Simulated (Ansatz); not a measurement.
Input file for Ansatz (a first-principles code): R-SVWN5/def2-TZVPP on C3H4 (SMILES C#CC).

Ansatz 0.2 input:
```yaml
crystal:
  periodic: [false, false, false]
  atoms:
    - {symbol: C, position_ang: [-0.93781734, -0.09186848, -0.12476067]}
    - {symbol: C, position_ang: [0.49683246, 0.04868885, 0.06608711]}
    - {symbol: C, position_ang: [1.68030660, 0.16459289, 0.22352614]}
    - {symbol: H, position_ang: [-1.16563377, -0.96551565, -0.73874864]}
    - {symbol: H, position_ang: [-1.35290137, 0.78715478, -0.62191732]}
    - {symbol: H, position_ang: [-1.44870014, -0.21029113, 0.83290081]}
    - {symbol: H, position_ang: [2.72801356, 0.26723874, 0.36291258]}
basis:
  gaussian:
    orbitals: def2-TZVPP
hamiltonian:
  xc: {name: SVWN5}
scf: {lower_state_search: off}
```

Task: Give the final energy of this run.

Result: -115.5931 hartree.
